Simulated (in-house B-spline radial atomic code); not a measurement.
**Ionising Fe3+ with different functionals**

Computed with an all-electron radial atomic-structure program (B-spline basis): scalar-relativistic (spin-free X2C) Hamiltonian, Fermi nucleus of rms radius 3.7377 fm, spin-polarised at highest spin, spherical fractional occupations for the functionals, and exact exchange of hybrids averaged over the configuration. The ionisation energy is the difference of two self-consistent energies, [Ar] 3d5 → [Ar] 3d4, without Breit or QED terms; ε is the level of the shell that loses the electron (its least bound occupied spin orbital).

```
   method                    rung  ΔSCF (eV)  -ε(3d) (eV)
     PBE0           global hybrid      54.99        48.11
    B3LYP           global hybrid      55.01        47.51
    TPSSh           global hybrid      54.96        46.28
BHandHLYP           global hybrid      54.75        50.88
  r2SCAN0           global hybrid      55.38        48.53
    B97-1           global hybrid      54.80        47.42
    HSE06  range-separated hybrid      54.95        47.66
    wB97X  range-separated hybrid      54.53        50.16
CAM-B3LYP  range-separated hybrid      54.98        49.51
  LC-wPBE  range-separated hybrid      55.00        50.57
```

Task: Among the functionals, which spreads more, the ΔSCF values or the orbital energies?

Result: The orbital energies: ΔSCF values span about 0.84 eV and the orbital energies 4.60 eV; here energy differences depend much less on the functional than eigenvalues do.

Task: How do they compare with the NIST value?

Result: NIST lists 54.91 eV ± 0.04 (measured, ground level to ground level). Errors run from -0.38 to +0.47 eV; HSE06 is closest (+0.04 eV), though others lie within the uncertainty of it, and part of that can be cancellation, since the calculations leave out spin-orbit coupling, Breit-QED terms, multiplet and fine-structure energies.
